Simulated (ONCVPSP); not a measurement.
**silicon, ONCV: configuration errors across variants**

silicon, optimised norm-conserving Vanderbilt (ONCV), made with ONCVPSP 4.0.1 (PBEsol, scalar-relativistic). Core [Ne], reference 3s1 (charge +3). Waves: 3s: rc 1.35 bohr, ncon 3, nbas 6, qcut 6.3 1/bohr, 2 projectors, debl 0.3 Ha; p scattering state at 0.18 Ha: rc 1.35 bohr, ncon 3, nbas 8, qcut 5.2 1/bohr, 2 projectors, debl 3 Ha; d scattering state at 0.05 Ha: rc 1.15 bohr, ncon 3, nbas 6, qcut 8.7 1/bohr, 2 projectors, debl 1.9 Ha. Local part: polynomial inside 0.80 bohr (lpopt 1, dvloc0 0 Ha). Core correction: Teter function, fcfact 2.75, rcfact 1.8.

In the s channel the program set the typed energies aside and used -1.446, 0.250 Ha. In the p channel the program set the typed energies aside and used 0.050, 3.050 Ha.

All-electron excitation energies from the reference (eV): (1) 3s2 3p2 -57.576; (2) 3s2 3p1 -49.863; (3) 3s2 -33.899; (4) 3s1 3p3 -50.782.

3 further variants failed, have other tests or another functional or relativity, and are left out.

A true bound ghost makes a file unfit for plane-wave use even where its test errors are small: the radial tests pick states by their node count and pass the ghost by.

Errors AE − PS in meV (a dash: test not solved or not reliable):

| change | (1) | (2) | (3) | (4) | bound ghosts | GHOST(+) flags above zero |
| --- | --- | --- | --- | --- | --- | --- |
| base | -427 | -302 | -150 | -299 | s | none |
| local potential polynomial inside 0.80 bohr (lpopt 1, dvloc0 -2.5 Ha) | -427 | -302 | -150 | -299 | s | none |
| core correction Teter function, fcfact 2.75, rcfact 1.16 | +130 | +81 | +3.9 | +210 | s | none |
| s: rc 1.76 | -419 | -294 | -144 | -299 | none | s |

Problem. Give the same row for: s: qcut 6.8.

Solution. -427, -302, -152, -299; bound ghosts: s; GHOST(+) flags above zero: none.
